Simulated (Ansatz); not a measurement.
These are Ansatz (a program for electronic structure) with frozen-core CCSD(T)/cc-pVTZ // B3LYP-D3(BJ)/def2-TZVP values and carry that method's errors.

Ansatz 0.2 input:
```yaml
crystal:
  periodic: [false, false, false]
  atoms:
    - { symbol: Br, position_ang: [2.065722, -0.360995, -0.566813] }
    - { symbol: Si, position_ang: [-0.000651, 0.001482, 0.137739] }
    - { symbol: Br, position_ang: [-1.336032, -1.61537, -0.569532] }
    - { symbol: Br, position_ang: [-0.721387, 1.957619, -0.605063] }
    - { symbol: H, position_ang: [-0.007652, 0.017264, 1.603671] }
basis:
  gaussian: { orbitals: cc-pVTZ }
correlation:
  method: ccsd_t
```

Output:

```
Functional definition: HF
1132 factors; integrals over basis functions are off by at most 1.2e-3 eV
mean field evaluation 1: about -217881.8599 eV, gradient 1.9e1 eV
mean field evaluation 2: about -217881.9892 eV, gradient 2.0e1 eV
mean field evaluation 4: about -217883.3510 eV, gradient 2.0e0 eV
mean field evaluation 8: about -217883.3801 eV, gradient 1.1e-1 eV
mean field evaluation 16: about -217882.7629 eV, gradient 1.2e1 eV
mean field -217883.38019945 eV, -8007.0665356702 hartree, gradient 1.5e-6 eV, S^2 0.000000; 0 other end points of the search recorded, 0 dependent functions left out
32 core orbitals not correlated
reference -217883.38019945 eV, -8007.0665356702 hartree; 28, 28 occupied and 117, 117 virtual orbitals, 1132 factors
second order -21.41227039 eV of doubles, -0.00000000 eV of singles
cycle   1  -21.70794589 eV  change   -3.0e-1 eV  update   9.2e-2
cycle   2  -22.20137461 eV  change   -4.9e-1 eV  update   2.4e-2
cycle   3  -22.27456636 eV  change   -7.3e-2 eV  update   1.2e-2
cycle   4  -22.25953884 eV  change    1.5e-2 eV  update   2.6e-3
cycle   5  -22.25973748 eV  change   -2.0e-4 eV  update   1.1e-3
cycle   6  -22.25953512 eV  change    2.0e-4 eV  update   2.8e-4
cycle   7  -22.25939145 eV  change    1.4e-4 eV  update   1.0e-4
cycle   8  -22.25943088 eV  change   -3.9e-5 eV  update   3.0e-5
perturbative correction -0.90037595 eV, -0.0330882057 hartree
Total energy: -217906.54000627 eV, -8007.9176428727 hartree
```

Cost: about 100 core-seconds (a rough figure).
